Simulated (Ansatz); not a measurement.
Basis sets compared for the cluster H3Au3⁺. Total charge 1; doublet. Geometry PBE0-D4/def2-TZVP. Ansatz on 4 threads of Arm Neoverse V2 on a shared host; times are rough, and most runs start from earlier orbitals.

```xyz
6

Au   -0.4366   -0.4357    2.0477
Au    0.0284    0.4189   -0.5351
Au    0.0660   -0.0604   -3.1716
H    -0.4753    1.0774   -2.1210
H     0.3103   -1.6709    2.7027
H     0.5074    0.6707    1.0773
```

In the def2 sets Au takes a core potential; there is no spin–orbit coupling. The structure comes from a short search, and lower isomers may exist.

```tsv
level	functions	energy (Eh)	HOMO (eV)	LUMO (eV)	wall time
PBE-D4/def2-SVP	111	-408.8282	-10.88	-10.29	2.1 s
PBE0-D4/def2-SVP	111	-408.6829	-11.85	-9.29	3 s
```

Question: Estimate the rows for PBE-D4/def2-TZVP (with forces), PBE0-D4/def2-TZVP.

Answer: 
| level | functions | energy (Eh) | HOMO (eV) | LUMO (eV) | wall time |
| --- | --- | --- | --- | --- | --- |
| PBE-D4/def2-TZVP (with forces) | 138 | -408.8563 | -10.91 | -10.31 | 2.9 s |
| PBE0-D4/def2-TZVP | 138 | -408.7116 | -11.90 | -9.28 | 3.7 s |
